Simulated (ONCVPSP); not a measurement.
# Reading a pseudo-wave (bromine)

Columns: radius, all-electron u(r) and pseudo u(r) of the 4p shell (level -8.01 eV) of bromine in the configuration [Ar] 3d10 4s1.75 4p5.25; PBEsol, scalar-relativistic, ONCV scheme, ONCVPSP 4.0.1.

```
r (bohr)  all-electron  pseudo
   0.093        0.2086  0.0055
   0.185        0.0460  0.0216
   0.278       -0.2034  0.0478
   0.370       -0.3292  0.0828
   0.463       -0.3227  0.1266
   0.555       -0.2286  0.1776
   0.648       -0.0900  0.2358
   0.740        0.0601  0.2983
   0.833        0.2066  0.3642
   0.925        0.3368  0.4294
   1.018        0.4492  0.4930
   1.110        0.5406  0.5520
   1.203        0.6136  0.6067
   1.295        0.6682  0.6549
   1.388        0.7076  0.6958
   1.480        0.7329  0.7263
   1.573        0.7467  0.7448
   1.665        0.7508  0.7507
   1.758        0.7469  0.7468
   1.850        0.7367  0.7366
   1.943        0.7213  0.7212
   2.035        0.7021  0.7021
   2.128        0.6799  0.6798
   2.220        0.6557  0.6557
   2.313        0.6298  0.6298
   2.405        0.6032  0.6032
```

Q: How many radial nodes do the two functions have?

A: The all-electron 4p function has n − l − 1 = 2; the pseudo-wave has 0, since the states of the same l below it are removed with the core.

Q: At about which radius was the pseudo-wave matched?

A: 1.70 bohr, where the columns begin to agree (steps of 0.09 bohr).

Q: Where does each function peak?

A: Outermost all-electron maximum near 1.67 bohr, pseudo maximum near 1.67 bohr (to the table’s step).

Q: Is the pseudo-wave norm-conserving?

A: Yes: the ONCV scheme keeps the norm inside the radius equal to the all-electron one, which fixes the energy derivative of the logarithmic derivative at the level.
